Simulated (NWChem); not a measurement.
**Correlation energy of Al₂**

```xyz
2

Al     0.0000     0.0000     1.2411
Al     0.0000     0.0000    -1.2411
```
Charge 0, spin multiplicity 3.

The numbers come from NWChem runs, not from measurements. The geometry was optimised at UPBE0/def2-SVP, a minimum by its harmonic frequencies.

Basis set: def2-TZVP. Each correlation energy counts from its own Hartree-Fock reference.

The correlated methods keep 10 core orbitals frozen. This spin state was chosen for the runs; another may lie lower. The structure started from a generated list of species. The unpaired electrons of the parent sit in orbitals of symmetry b2u and b3u (D2h labels of the run); other states weren't searched. No SCF solution was tested for a lower state. Open-shell Hartree-Fock references start from PBE0 orbitals. Coupled-cluster values serve here as a point of comparison, not as the truth.

### Question
Order these methods by the correlation energy they give, lowest first: UMP2, CCSD on ROHF, CCSD[T] on ROHF, CCSD on UHF.

### Answer
CCSD[T] on ROHF (-140.8 mHa), CCSD on ROHF (-130.0 mHa), CCSD on UHF (-125.8 mHa), UMP2 (-101.1 mHa)
